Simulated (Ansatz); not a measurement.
Relaxation of CrO2(NH2)2 (CrN₂O₂H₄) with RKS B3LYP-D4/def2-SVP.

```sh
$ ansatz run in.yaml --threads 4 --pin off --events-out ev --progress --plain --max-ram 3916MiB
```

```yaml
crystal:
  periodic: [false, false, false]
  atoms:
    - {symbol: Cr, position_ang: [0.567540, 0.000790, 0.398240]}
    - {symbol: O, position_ang: [0.371720, -0.004760, 1.931140]}
    - {symbol: O, position_ang: [1.943220, 0.007620, -0.306030]}
    - {symbol: N, position_ang: [-0.323050, 1.457440, -0.221830]}
    - {symbol: H, position_ang: [-1.045400, 1.963150, 0.283170]}
    - {symbol: H, position_ang: [-0.086870, 1.974980, -1.063710]}
    - {symbol: N, position_ang: [-0.315730, -1.458300, -0.226620]}
    - {symbol: H, position_ang: [-0.085470, -1.964770, -1.077110]}
    - {symbol: H, position_ang: [-1.025950, -1.976150, 0.282750]}
basis:
  gaussian: {orbitals: def2-SVP}
hamiltonian: {xc: {name: B3LYP}, dispersion: d4}
scf: {omitted_lower_state_checks: [starts]}
output: {orbitals: {seedname: orbitals}}
relax: {f_tol: 0.02, max_steps: 100}
```

Run time 7 s (4 threads of Intel Xeon 6975P-C on a shared host).

Positions (Å) and forces (eV/Å) at steps 1, 2, 3, 4, 5 of 5:

```xyz
9
step=1 energy=-35553.1235 eV
Cr    0.568    0.001    0.398   -2.492   -0.004   -1.754
O     0.372   -0.005    1.931    0.678    0.001    0.734
O     1.943    0.008   -0.306    0.914    0.002    0.391
N    -0.323    1.457   -0.222    0.238    0.170    0.170
H    -1.045    1.963    0.283   -0.039   -0.235    0.279
H    -0.087    1.975   -1.064    0.252   -0.230   -0.134
N    -0.316   -1.458   -0.227    0.249   -0.166    0.156
H    -0.085   -1.965   -1.077    0.246    0.238   -0.126
H    -1.026   -1.976    0.283   -0.046    0.225    0.284
9
step=2 energy=-35553.2302 eV
Cr    0.511    0.001    0.358   -1.015   -0.002   -0.714
O     0.354   -0.005    1.903    0.507    0.002    0.172
O     1.910    0.008   -0.313    0.331   -0.001    0.418
N    -0.316    1.498   -0.217   -0.030    0.079   -0.020
H    -1.029    1.998    0.310    0.010   -0.165    0.113
H    -0.057    2.009   -1.057    0.109   -0.164   -0.031
N    -0.309   -1.499   -0.222   -0.026   -0.077   -0.024
H    -0.055   -2.000   -1.071    0.108    0.165   -0.028
H    -1.010   -2.011    0.309    0.006    0.163    0.113
9
step=3 energy=-35553.2780 eV
Cr    0.496    0.001    0.348    0.172    0.000    0.122
O     0.394   -0.004    1.903    0.180    0.002   -0.255
O     1.923    0.007   -0.276   -0.178   -0.002    0.255
N    -0.318    1.494   -0.218   -0.116    0.125   -0.082
H    -1.045    1.967    0.315    0.048   -0.046   -0.037
H    -0.059    1.977   -1.075   -0.020   -0.048    0.059
N    -0.310   -1.494   -0.223   -0.118   -0.125   -0.078
H    -0.055   -1.968   -1.087   -0.018    0.045    0.056
H    -1.027   -1.979    0.312    0.049    0.049   -0.040
9
step=4 energy=-35553.2851 eV
Cr    0.506    0.001    0.355    0.089    0.000    0.062
O     0.423   -0.004    1.907    0.038    0.001   -0.088
O     1.937    0.007   -0.250   -0.069   -0.001    0.066
N    -0.321    1.485   -0.220   -0.020    0.036   -0.014
H    -1.055    1.949    0.307   -0.005    0.007   -0.002
H    -0.071    1.959   -1.083   -0.004    0.007   -0.004
N    -0.313   -1.486   -0.226   -0.020   -0.037   -0.014
H    -0.066   -1.951   -1.094   -0.003   -0.007   -0.004
H    -1.039   -1.960    0.303   -0.005   -0.007   -0.003
9
step=5 energy=-35553.2857 eV
Cr    0.506    0.001    0.355    0.019    0.000    0.014
O     0.429   -0.003    1.905   -0.001    0.000   -0.005
O     1.938    0.007   -0.244   -0.005    0.000    0.001
N    -0.322    1.487   -0.220   -0.005    0.003   -0.003
H    -1.055    1.952    0.307   -0.006    0.004    0.006
H    -0.074    1.961   -1.084    0.004    0.004   -0.008
N    -0.314   -1.488   -0.226   -0.004   -0.003   -0.003
H    -0.067   -1.954   -1.094    0.004   -0.004   -0.008
H    -1.041   -1.962    0.301   -0.006   -0.004    0.006
```

The restricted singlet is unstable towards broken spin symmetry in Hartree–Fock (as tested in another run); at B3LYP-D4/def2-SVP this wasn't settled.
